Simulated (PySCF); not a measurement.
Te(H)(SeH) (H2SeTe), SMILES [SeH][TeH].

Geometry: PBE-D3(BJ)/def2-TZVP. The def2 effective core potentials stand for the cores of Te; spin–orbit coupling is left out.

Calculation: PBE-D3(BJ)/def2-TZVP in PySCF.

Frequencies are harmonic and unscaled.

```json
[
 {"mode": "1", "ν (cm⁻¹)": "238", "IR (km/mol)": "0.9", "moving atoms (share of kinetic energy)": "Se 62 %, Te 38 %"},
 {"mode": "2", "ν (cm⁻¹)": "338", "IR (km/mol)": "2.7", "moving atoms (share of kinetic energy)": "H 99 %"},
 {"mode": "3", "ν (cm⁻¹)": "601", "IR (km/mol)": "12.3", "moving atoms (share of kinetic energy)": "H 99 %"},
 {"mode": "4", "ν (cm⁻¹)": "667", "IR (km/mol)": "8.6", "moving atoms (share of kinetic energy)": "H 99 %"},
 {"mode": "5", "ν (cm⁻¹)": "2021", "IR (km/mol)": "48.5", "moving atoms (share of kinetic energy)": "H 99 %"},
 {"mode": "6", "ν (cm⁻¹)": "2313", "IR (km/mol)": "8.7", "moving atoms (share of kinetic energy)": "H 99 %"}
]
```
